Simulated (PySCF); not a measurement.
Gas-phase equilibrium of 1 mol SnCl₄, 39 mol H₂O at 2500 K and 0.133 bar, among 27 species (ClO, SnCl₄, O₂, HCl, O, SnH₂, HO₂, SnO, SnHCl₃, SnCl₃, H₂O, H, HOCl, H₂O₂, O₃, H₂, SnH₄, SnCl₂, SnH₂Cl₂, Cl, Cl₂, SnO₂, SnH₃Cl, Sn₂O₂, SnHCl, Sn(OH)₂, OH). Only gases are allowed; each row takes one source of thermochemistry for all species, and Cantera finds the minimum.

Computed with PySCF (xtb for GFN2) and rigid-rotor harmonic-oscillator thermochemistry at 1 bar. † marks an energy on the PBE0/def2-TZVP geometry and frequencies; other levels use their own. Open shells (unrestricted) among the columns below: O₂ (multiplicity 3), O (multiplicity 3, electronic degeneracy 9), H (multiplicity 2), Cl (multiplicity 2, electronic degeneracy 6), OH (multiplicity 2, electronic degeneracy 4); the rest are closed-shell singlets. GFN2 has no spin-polarisation term. Spin-orbit splitting is ignored; it lowers the true energy and changes the entropy of O, Cl, OH. Sn: scalar-relativistic def2 core potential, no spin-orbit coupling. The harmonic model lacks anharmonicity and excited electronic states, which grow with temperature; levels with a mode under 35 cm⁻¹ are left out.

Molecules larger than those listed are left out. Also missing: (SnO)n, which can matter at low temperature or high pressure.

Mole fractions:

```tsv
thermochemistry	x H₂O	x H₂	x O₂	x HCl	x H	x OH	x Cl	x SnO	x O
GFN2-xTB	0.87	0.0054	0.0011	0.043	0.0012	0.0016	0.048	0.023	1.9e-8
PBE/def2-SVP	0.42	0.25	0.14	0.070	0.069	0.017	0.0066	0.019	0.00095
PBE0/def2-SVP†	0.53	0.16	0.089	0.069	0.061	0.047	0.011	0.020	0.0067
LDA/def2-TZVP†	0.76	0.064	0.045	0.088	0.013	0.0035	0.0020	0.022	3.9e-5
ωB97X-V/def2-TZVP†	0.59	0.14	0.071	0.072	0.033	0.050	0.011	0.021	0.0063
```
The most sensitive of these is O: it spans a factor of 10^5.5 over these rows; at this temperature one factor of ten is RT ln 10 = 48 kJ/mol.
